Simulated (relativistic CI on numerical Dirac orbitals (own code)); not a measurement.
Nb+: 4p photoemission

Computed with this model: Dirac-Coulomb-Breit CI, orbitals from a KLI potential per configuration, model QED (radiative potential, 1s self-energy scaled to tabulated hydrogen-like ionisation energies), multiplet model of photoemission in the sudden approximation, unscaled Slater integrals; configurations [Kr] 4d4 → [Ar] 3d10 4s2 4p5 4d4; 300 K; Lorentzian 1.2 eV and Gaussian 0.6 eV FWHM. Energies are those of the free ion, without screening or charge transfer. The energies are binding energies and can lie tens of eV above those of solids. S is read from ⟨S²⟩ = S(S + 1).

Field parameters in Wybourne normalisation: D4h B²₀ = −7Ds, B⁴₀ = 21(Dq − Dt), B⁴₄ = 21√(5/14) Dq. The field is a parameter set, without covalency.

Peaks in eV (height, largest 100): 42.6 (100), 44.4 (99), 55.0 (33), 59.0 (24).

Which surroundings give this spectrum?
A. D4h, 10Dq = 12150, Ds = -1500, Dt = -380 cm⁻¹
B. D4h, 10Dq = 12150, Ds = 1200, Dt = -380 cm⁻¹
C. D4h, 10Dq = 12150, Ds = 2100, Dt = -380 cm⁻¹
D. free ion

C. D4h, 10Dq = 12150, Ds = 2100, Dt = -380 cm⁻¹, where the ground state has S = 1.90.
